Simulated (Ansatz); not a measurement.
Consider the formal exchange of groups at a Ga–Sn bond: `F[CH2][GaH][SnH3]` + CH₄ → `[CH3][GaH][CH2]F` + `[SnH4]`.

Program: Ansatz. Geometries: PBE0-D4/def2-TZVP. ΔE: electronic, gas phase. CCSD(T)/CBS adds triple-zeta CCSD(T) − MP2 to the extrapolated MP2 energy (def2 sets, frozen cores). This one scheme is used for every species. Functionals use def2-TZVPP. B3LYP here is the variant with VWN-RPA as its local correlation; programs differ in this. def2 core potentials past Kr. For Ga, Sn outer-core shells are correlated without core-valence functions, which leaves a few kJ/mol of doubt a bond. Scalar relativity is left out up to krypton. One conformer a species, not always the lowest.

| level | ΔE (kJ/mol) | difference from CCSD(T)/CBS |
| --- | --- | --- |
| r2SCAN-D4 | 72.9 | -0.9 |
| PBE0-D4 | 75.3 | 1.5 |
| B3LYP-D4 | 76.4 | 2.6 |
| ωB97X-V | 66.5 | -7.3 |
| PBE | 75.3 | 1.5 |
| r2SCAN | 72.6 | -1.2 |
| B3LYP | 74.4 | 0.6 |
| HF/def2-TZVPP | 69.7 | -4.1 |
| MP2/def2-TZVPP | 69.1 | -4.7 |
| CCSD/def2-TZVPP | 67.3 | -6.5 |
| CCSD(T)/def2-TZVPP | 67.2 | -6.6 |
| HF/def2-QZVPP | 69.1 | -4.7 |
| MP2/def2-QZVPP | 72.6 | -1.2 |
| SCS-MP2/def2-QZVPP | 70.5 | -3.3 |
| HF/CBS(def2) | 69.0 | -4.8 |
| MP2/CBS(def2) | 75.6 | 1.8 |
| CCSD(T)/CBS | 73.8 | 0 |

Largest T1 diagnostic among the species: 0.013.
